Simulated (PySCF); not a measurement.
Excitation energy of Ca⁺ by level of theory

Ca⁺ [Ar] 4s1 (2S) → Ca⁺ [Ar] 4p1 (2P), as a difference of total energies. Computed with PySCF 2.14 in x2c-TZVPPall with one added diffuse shell each of s, p, d type (7s6p4d, 45 functions), with the spin-free X2C one-electron Hamiltonian (Gaussian nucleus). Correlated levels: valence and next inner shell: [Ne] frozen. The calculations carry no spin-orbit coupling.

| method | excitation energy (eV) | error (eV) |
| --- | --- | --- |
| UHF | 2.940 | -0.202 |
| LDA | 2.980 | -0.162 |
| PBE | 2.811 | -0.331 |
| PBE0 | 2.847 | -0.295 |
| r2SCAN | 2.765 | -0.377 |
| BHandHLYP | 3.012 | -0.130 |
| r2SCAN0 | 2.862 | -0.280 |
| wB97M-V | 3.066 | -0.076 |
| M06-2X | 2.987 | -0.155 |
| MP2 (valence and next inner shell) | 3.133 | -0.009 |
| SCS-MP2 (valence and next inner shell) | 3.090 | -0.052 |

Reference: 3.142 eV (measured; NIST levels, between the centres of gravity of the two terms).

Errors of the correlated levels include the incompleteness of this basis and the frozen core.
